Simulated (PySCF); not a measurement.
**Exercise with solution: oscillator strength and radiative lifetime**

CdH2Se, SMILES [SeH][CdH].

The structure is a stationary point at B3LYP-D3(BJ)/def2-TZVP. The def2 effective core potentials stand for the cores of Cd; spin–orbit coupling is left out.

PySCF with TDA-LC-ωPBE/def2-TZVPD puts the first singlet state with f over 0.02 at 5.32 eV (vertical), with the transition dipole (0.000, 0.000, -0.469) in atomic units.

Find the oscillator strength, the wavelength and the radiative lifetime that this transition would have in vacuum if emission retraced absorption.


|μ|² = 0.2200 au, so |μ| = 1.19 D. ΔE = 5.32/27.211 = 0.1955 hartree. f = (2/3) ΔE |μ|² = 0.029 (the program prints 0.029).
λ = 1239.84/5.32 = 233 nm; ν = 42909 cm⁻¹.
Einstein's coefficient A = 0.6670 ν² f s⁻¹ (ν in cm⁻¹) = 3.5e7 s⁻¹, so τ = 1/A = 28 ns. This state is S1. The figure is the radiative limit of this one transition; relaxation, internal conversion, crossing to triplets and a medium change what is measured.
